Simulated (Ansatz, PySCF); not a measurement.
Molecule: NaO, charge 0, multiplicity 2. 
Coordinates optimised at B3LYP-D3(BJ)/def2-TZVP (Ansatz, a first-principles code):
```
Na
O 1 2.0519
```
Charge 0, spin multiplicity 2.

Dipole moments at this geometry, in debye (magnitudes).

```
level                 program  dipole (D)
--------------------  -------  ----------
HF/def2-TZVPD           PySCF  (withheld)
SVWN5/def2-TZVPD       Ansatz        7.52
BLYP/def2-TZVPD        Ansatz        7.36
M06-L/def2-TZVPD        PySCF        8.22
r2SCAN/def2-TZVPD      Ansatz        7.97
B3LYP/def2-TZVPD       Ansatz        7.86
BHLYP/def2-TZVPD       Ansatz        8.26
r2SCANh/def2-TZVPD     Ansatz        8.10
r2SCAN0/def2-TZVPD     Ansatz        8.25
CAM-B3LYP/def2-TZVPD    PySCF        8.09
LC-wPBE/def2-TZVPD     Ansatz        8.30
wB97M-V/def2-TZVPD     Ansatz        8.11
wB97X-V/def2-TZVPD     Ansatz        8.23
CCSD(T)/def2-SVPD      Ansatz  (withheld)
```

Problem. What belongs in the gaps?

Solution. 
- HF/def2-TZVPD, dipole (D): 8.64
- CCSD(T)/def2-SVPD, dipole (D): 8.56
